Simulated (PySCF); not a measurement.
CH₈FNSi₂, SMILES NC[SiH2][SiH2]F.

Coordinates come from a B3LYP-D3(BJ)/def2-SVP optimisation. The structure was generated by enumeration, and PubChem lists no compound with its InChIKey, so it may never have been made. The values are those of a single conformer.

Method: B3LYP-D3(BJ)/def2-SVP (PySCF 2.14.0).

Frequencies are harmonic and unscaled.

```json
[
 {"mode": "1", "ν (cm⁻¹)": "38", "IR (km/mol)": "1.2", "Raman (Å⁴/amu)": "0.1", "depolarisation": "0.75", "moving atoms (share of kinetic energy)": "F 41 %, Si 21 %, H 16 %, N 14 %"},
 {"mode": "2", "ν (cm⁻¹)": "73", "IR (km/mol)": "0.2", "Raman (Å⁴/amu)": "0.3", "depolarisation": "0.66", "moving atoms (share of kinetic energy)": "H 43 %, C 21 %, F 17 %, N 14 %"},
 {"mode": "3", "ν (cm⁻¹)": "92", "IR (km/mol)": "0.5", "Raman (Å⁴/amu)": "1.0", "depolarisation": "0.54", "moving atoms (share of kinetic energy)": "Si 41 %, H 27 %, N 19 %, C 10 %"},
 {"mode": "4", "ν (cm⁻¹)": "174", "IR (km/mol)": "7.4", "Raman (Å⁴/amu)": "1.3", "depolarisation": "0.71", "moving atoms (share of kinetic energy)": "F 35 %, Si 34 %, H 17 %, N 9 %"},
 {"mode": "5", "ν (cm⁻¹)": "272", "IR (km/mol)": "32.5", "Raman (Å⁴/amu)": "3.7", "depolarisation": "0.27", "moving atoms (share of kinetic energy)": "H 56 %, N 21 %, Si 14 %, C 8 %"},
 {"mode": "6", "ν (cm⁻¹)": "275", "IR (km/mol)": "26.1", "Raman (Å⁴/amu)": "3.9", "depolarisation": "0.34", "moving atoms (share of kinetic energy)": "H 64 %, N 17 %, Si 11 %"},
 {"mode": "7", "ν (cm⁻¹)": "407", "IR (km/mol)": "13.9", "Raman (Å⁴/amu)": "18.4", "depolarisation": "0.38", "moving atoms (share of kinetic energy)": "H 76 %, Si 18 %"},
 {"mode": "8", "ν (cm⁻¹)": "421", "IR (km/mol)": "3.3", "Raman (Å⁴/amu)": "20.4", "depolarisation": "0.23", "moving atoms (share of kinetic energy)": "Si 66 %, H 29 %"},
 {"mode": "9", "ν (cm⁻¹)": "495", "IR (km/mol)": "6.1", "Raman (Å⁴/amu)": "9.5", "depolarisation": "0.64", "moving atoms (share of kinetic energy)": "H 77 %, Si 20 %"},
 {"mode": "10", "ν (cm⁻¹)": "618", "IR (km/mol)": "7.6", "Raman (Å⁴/amu)": "15.2", "depolarisation": "0.67", "moving atoms (share of kinetic energy)": "H 81 %, Si 13 %"},
 {"mode": "11", "ν (cm⁻¹)": "671", "IR (km/mol)": "12.0", "Raman (Å⁴/amu)": "11.7", "depolarisation": "0.15", "moving atoms (share of kinetic energy)": "C 42 %, Si 33 %, H 22 %"},
 {"mode": "12", "ν (cm⁻¹)": "739", "IR (km/mol)": "20.7", "Raman (Å⁴/amu)": "22.7", "depolarisation": "0.74", "moving atoms (share of kinetic energy)": "H 89 %"},
 {"mode": "13", "ν (cm⁻¹)": "796", "IR (km/mol)": "270.1", "Raman (Å⁴/amu)": "5.0", "depolarisation": "0.62", "moving atoms (share of kinetic energy)": "H 84 %, Si 11 %"},
 {"mode": "14", "ν (cm⁻¹)": "826", "IR (km/mol)": "18.2", "Raman (Å⁴/amu)": "9.9", "depolarisation": "0.73", "moving atoms (share of kinetic energy)": "H 76 %, C 19 %"},
 {"mode": "15", "ν (cm⁻¹)": "843", "IR (km/mol)": "73.4", "Raman (Å⁴/amu)": "9.3", "depolarisation": "0.75", "moving atoms (share of kinetic energy)": "F 46 %, H 36 %, Si 16 %"},
 {"mode": "16", "ν (cm⁻¹)": "853", "IR (km/mol)": "329.9", "Raman (Å⁴/amu)": "12.6", "depolarisation": "0.39", "moving atoms (share of kinetic energy)": "H 66 %, N 22 %"},
 {"mode": "17", "ν (cm⁻¹)": "909", "IR (km/mol)": "209.4", "Raman (Å⁴/amu)": "20.0", "depolarisation": "0.52", "moving atoms (share of kinetic energy)": "H 69 %, Si 19 %"},
 {"mode": "18", "ν (cm⁻¹)": "932", "IR (km/mol)": "27.5", "Raman (Å⁴/amu)": "16.6", "depolarisation": "0.73", "moving atoms (share of kinetic energy)": "H 87 %, Si 10 %"},
 {"mode": "19", "ν (cm⁻¹)": "958", "IR (km/mol)": "86.7", "Raman (Å⁴/amu)": "12.1", "depolarisation": "0.74", "moving atoms (share of kinetic energy)": "H 92 %"},
 {"mode": "20", "ν (cm⁻¹)": "1080", "IR (km/mol)": "3.5", "Raman (Å⁴/amu)": "3.9", "depolarisation": "0.69", "moving atoms (share of kinetic energy)": "C 46 %, N 33 %, H 22 %"},
 {"mode": "21", "ν (cm⁻¹)": "1093", "IR (km/mol)": "10.0", "Raman (Å⁴/amu)": "1.6", "depolarisation": "0.75", "moving atoms (share of kinetic energy)": "H 96 %"},
 {"mode": "22", "ν (cm⁻¹)": "1266", "IR (km/mol)": "7.9", "Raman (Å⁴/amu)": "12.3", "depolarisation": "0.33", "moving atoms (share of kinetic energy)": "H 78 %, C 20 %"},
 {"mode": "23", "ν (cm⁻¹)": "1366", "IR (km/mol)": "0.2", "Raman (Å⁴/amu)": "6.5", "depolarisation": "0.75", "moving atoms (share of kinetic energy)": "H 82 %, N 10 %"},
 {"mode": "24", "ν (cm⁻¹)": "1432", "IR (km/mol)": "2.9", "Raman (Å⁴/amu)": "12.6", "depolarisation": "0.69", "moving atoms (share of kinetic energy)": "H 93 %"},
 {"mode": "25", "ν (cm⁻¹)": "1635", "IR (km/mol)": "18.2", "Raman (Å⁴/amu)": "8.4", "depolarisation": "0.59", "moving atoms (share of kinetic energy)": "H 92 %"},
 {"mode": "26", "ν (cm⁻¹)": "2185", "IR (km/mol)": "87.2", "Raman (Å⁴/amu)": "115.3", "depolarisation": "0.34", "moving atoms (share of kinetic energy)": "H 97 %"},
 {"mode": "27", "ν (cm⁻¹)": "2194", "IR (km/mol)": "75.5", "Raman (Å⁴/amu)": "130.8", "depolarisation": "0.46", "moving atoms (share of kinetic energy)": "H 96 %"},
 {"mode": "28", "ν (cm⁻¹)": "2212", "IR (km/mol)": "123.1", "Raman (Å⁴/amu)": "242.6", "depolarisation": "0.06", "moving atoms (share of kinetic energy)": "H 98 %"},
 {"mode": "29", "ν (cm⁻¹)": "2219", "IR (km/mol)": "161.9", "Raman (Å⁴/amu)": "166.4", "depolarisation": "0.43", "moving atoms (share of kinetic energy)": "H 96 %"},
 {"mode": "30", "ν (cm⁻¹)": "3028", "IR (km/mol)": "15.3", "Raman (Å⁴/amu)": "98.5", "depolarisation": "0.17", "moving atoms (share of kinetic energy)": "H 95 %"},
 {"mode": "31", "ν (cm⁻¹)": "3078", "IR (km/mol)": "7.9", "Raman (Å⁴/amu)": "75.6", "depolarisation": "0.75", "moving atoms (share of kinetic energy)": "H 90 %, C 10 %"},
 {"mode": "32", "ν (cm⁻¹)": "3487", "IR (km/mol)": "1.2", "Raman (Å⁴/amu)": "103.8", "depolarisation": "0.09", "moving atoms (share of kinetic energy)": "H 96 %"},
 {"mode": "33", "ν (cm⁻¹)": "3564", "IR (km/mol)": "1.5", "Raman (Å⁴/amu)": "54.3", "depolarisation": "0.75", "moving atoms (share of kinetic energy)": "H 92 %, N 8 %"}
]
```
